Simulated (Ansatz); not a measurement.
```yaml
crystal:
  periodic: [false, false, false]
  atoms:
    - {symbol: O, position_ang: [-0.737266, -0.522476, 1.424744]}
    - {symbol: W, position_ang: [0.010863, -0.016216, -0.006706]}
    - {symbol: O, position_ang: [1.518594, -0.783177, -0.066382]}
    - {symbol: F, position_ang: [-1.006562, -0.566459, -1.449723]}
    - {symbol: F, position_ang: [0.264272, 1.814628, 0.056568]}
basis:
  gaussian: {orbitals: ANO-RCC-VTZP, final_grid: {core_spheres: 5, valence_spheres: 4, degree: 11}}
hamiltonian: {xc: {name: RPBE}}
accuracy: high
charge: 1
output: {forces: true}
```

```sh
$ ansatz run in.yaml --threads 4 --pin off --events-out ev --progress --plain --max-ram 10444MiB
```

Question: How does Ansatz answer? (Best estimate.)

Answer: The calculation gave: The program refused the input.
```
Error: YAML parse error: error: line 13 column 1: unknown field `charge`, expected one of crystal, accuracy, basis, kpoints, hamiltonian, magnetization, projection, total_charge, correlation, batch, efield, external_charges, scf, relax, neb, saddle, md, ramp, phonons, dielectric, real_time, elastic, magnetic_configurations, gw, evaluate, workflow, output, checkpoint, execution
11 | hamiltonian: {xc: {name: RPBE}}
12 | accuracy: high
13 | charge: 1
14 | output: {forces: true}
```
